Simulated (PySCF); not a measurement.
F₄Ta (SMILES [F][Ta+]([F])([F])[F]), charge +1, singlet, at a GFN2-xTB geometry (such geometries of metal compounds can be far from the true shape) (the multiplicity is a formal guess) (core potentials on Ta); M06/def2-SVP run with PySCF.

The PySCF input:
```python
from pyscf import gto, scf, dft

mol = gto.Mole()
mol.atom = '''
    Ta   -0.00000000    0.00000000   -0.00000000
    F     1.17150453    0.84304234   -1.03736230
    F     0.86121129   -1.12423440    1.07409307
    F    -1.14339565   -0.90778221   -1.01382525
    F    -0.88932017    1.18897427    0.97709448
'''
mol.basis = 'def2-svp'
mol.ecp = {'Ta': 'def2-svp'}
mol.charge = 1
mol.verbose = 3
mol.build()

mf = dft.RKS(mol)
mf.xc = 'm06'
mf.grids.prune = dft.gen_grid.sg1_prune
mf.kernel()
```

It wrote (shortened):

```
Traceback (most recent call last):
  File "input.py", line 20, in <module>
  File "<string>", line 2, in kernel
  File "site-packages/pyscf/scf/hf.py", line 2099, in scf
  File "site-packages/pyscf/scf/hf.py", line 132, in kernel
  File "site-packages/pyscf/dft/rks.py", line 70, in get_veff
  File "site-packages/pyscf/dft/rks.py", line 506, in initialize_grids
  File "site-packages/pyscf/dft/gen_grid.py", line 653, in build
  File "<string>", line 6, in gen_atomic_grids
  File "site-packages/pyscf/dft/gen_grid.py", line 318, in gen_atomic_grids
  File "site-packages/pyscf/dft/gen_grid.py", line 81, in sg1_prune
IndexError: index 73 is out of bounds for axis 0 with size 19
```

The program stopped with an error.
